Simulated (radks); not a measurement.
Results of a calculation; reference values are marked as such.
Neutral praseodymium, 59 electrons, occupied as [Xe] 4f3 6s1 5f1 (not the ground configuration).

Level of theory: scalar-relativistic Kohn-Sham, LDA (Slater exchange, Perdew-Wang correlation), spin-polarised, spherical densities, finite nucleus; open shells are filled with parallel spins first (spin-orbit coupling, left out, can overturn this in heavy ions); Fermi nuclear charge, rms radius 4.8919 fm (a radial shooting solver on a logarithmic mesh with Libxc functionals).

Energy parts (eV):
part                      energy
total                 -251161.50
kinetic                266660.65
electron-nucleus      -609290.77
Hartree                 97154.78
exchange-correlation    -5686.16

Orbitals (lengths in bohr, moments of r in powers of bohr; r(90%) holds 90 % of the orbital's charge):
\begin{tabular}{lrrrrr}
orbital & occ. & eigenvalue (eV) & r(90%) & <r> & <r^4> \\ \hline
1s up & 1 & -41773.58 & 0.0435 & 0.02411 & 1.650e-06 \\
1s down & 1 & -41773.57 & 0.0435 & 0.02411 & 1.650e-06 \\
2s up & 1 & -6724.612 & 0.159 & 0.1031 & 0.0002705 \\
2s down & 1 & -6724.587 & 0.159 & 0.1031 & 0.0002705 \\
2p up & 3 & -6020.876 & 0.147 & 0.09058 & 0.0001983 \\
2p down & 3 & -6020.858 & 0.147 & 0.09058 & 0.0001983 \\
3s up & 1 & -1453.403 & 0.400 & 0.2728 & 0.01092 \\
3s down & 1 & -1452.639 & 0.400 & 0.2727 & 0.01091 \\
3p up & 3 & -1230.422 & 0.405 & 0.2708 & 0.01140 \\
3p down & 3 & -1229.664 & 0.405 & 0.2707 & 0.01138 \\
3d up & 5 & -916.3257 & 0.387 & 0.2477 & 0.009381 \\
3d down & 5 & -915.7268 & 0.387 & 0.2476 & 0.009356 \\
4s up & 1 & -292.2613 & 0.896 & 0.6230 & 0.2798 \\
4s down & 1 & -290.2298 & 0.895 & 0.6228 & 0.2795 \\
4p up & 3 & -219.3633 & 0.961 & 0.6600 & 0.3684 \\
4p down & 3 & -217.3170 & 0.961 & 0.6599 & 0.3682 \\
4d up & 5 & -115.0510 & 1.10 & 0.7280 & 0.6199 \\
4d down & 5 & -112.9974 & 1.10 & 0.7281 & 0.6218 \\
5s up & 1 & -43.6727 & 2.16 & 1.502 & 9.565 \\
5s down & 1 & -42.2851 & 2.18 & 1.511 & 9.807 \\
5p up & 3 & -25.9726 & 2.58 & 1.759 & 19.23 \\
5p down & 3 & -24.8194 & 2.60 & 1.771 & 19.73 \\
6s up & 1 & -6.7657 & 5.80 & 4.021 & 489.5 \\
4f up & 3 & -6.0246 & 2.06 & 1.158 & 12.24 \\
6s down & 0 & -5.8726 & 5.99 & 4.115 & 555.1 \\
4f down & 0 & -4.2361 & 2.18 & 1.206 & 16.77 \\
5f up & 1 & -0.4496 & 22.7 & 15.94 & 112100 \\
5f down & 0 & -0.3065 & 25.0 & 17.63 & 166600 \\
\end{tabular}

The highest occupied level is 5f up at -0.450 eV. The configuration is held as typed, so some empty levels lie below it. The electron density at the nucleus is 4.318e+05 e/bohr^3 (large components only). The density falls to 0.001 e/bohr^3 at r = 4.63 bohr. Spin moment in Bohr magnetons: 5. Summed over all electrons, <r^2> = 342.4 bohr^2, which gives a Langevin (diamagnetic) susceptibility term of -271 x 10^-6 cm^3/mol. The spin density at the nucleus is 22.18 e/bohr^3 (1s 0.09, 2s -0.24, 3s -3.56, 4s -0.57, 5s 3.71, 6s 22.75).
